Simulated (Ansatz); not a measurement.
Be2S2⁺, relaxed as a quartet with UKS PBE0-D4/def2-TZVP in Ansatz, starting from the PBE0-D4/def2-TZVP geometry of the charge +1 doublet. Force threshold 0.02 eV/Å.

At PBE0-D4/def2-TZVP a doublet of charge 1 lies 3.58 eV below the quartet, each at its own geometry. The structure comes from a short search, and lower isomers may exist.

Start:

```xyz
4

Be    0.538    0.774   -0.410
Be   -0.539   -0.775    0.408
S    -1.175    1.056    0.452
S     1.176   -1.055   -0.450
```

Estimate the energy that the relaxation releases and the steps that it takes.

0.34 eV, in 5 steps; 6 s on 4 threads of Arm Neoverse V1 on a shared host. No frequencies were taken in this run, so the end may be a saddle point.

Does the start keep its bonding and symmetry?

By distances, no bond broke or formed. The bond that changes most is Be2–S4, from 1.94 to 2.04 Å (atoms count from 1). Point group D2h at the start, D2h at the end, both within 0.05 Å.

Predict the relaxed structure.


Cartesian coordinates in Å:
```
Be 0.620 0.893 -0.472
Be -0.620 -0.893 0.472
S -1.191 1.070 0.457
S 1.191 -1.070 -0.458
```
Bond lengths (bridged metal pairs left out): 4 × Be–S 2.04 Å.
